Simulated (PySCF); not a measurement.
Bi(Me)(TeH)2, SMILES [CH3][Bi]([TeH])[TeH], CAM-B3LYP/def2-SVP optimised geometry.

```
9

Bi    -1.33     1.44     0.00
C      0.45     1.73     1.38
H      0.67     2.81     1.44
H      1.33     1.19     1.00
H      0.18     1.34     2.37
Te    -1.17    -1.44     0.00
H      0.49    -1.44     0.00
Te     0.24     2.17    -2.29
H     -1.10     2.17    -3.27
```

Density from CAM-B3LYP/def2-TZVP, def2 effective core potentials past Kr (PySCF) at that geometry. The core electrons that the potentials of Bi, Te replace are not part of the density.

Minimum of the electron density along straight lines between bonded atoms, close to the bond critical point (lines longer than 1.1 times the sum of covalent radii, or with two minima, are not listed):

```csv
bond,length / Å,ρ at the minimum / e bohr⁻³,∇²ρ there / e bohr⁻⁵,position (fraction from the first atom)
Bi1–C2,2.272,0.098,0.06,0.53
C2–H3,1.098,0.272,-0.91,0.65
C2–H4,1.097,0.273,-0.92,0.65
C2–H5,1.098,0.272,-0.91,0.65
Bi1–Te6,2.881,0.058,0.02,0.49
Te6–H7,1.662,0.134,-0.04,0.63
Bi1–Te8,2.869,0.059,0.02,0.49
Te8–H9,1.663,0.134,-0.04,0.63
```
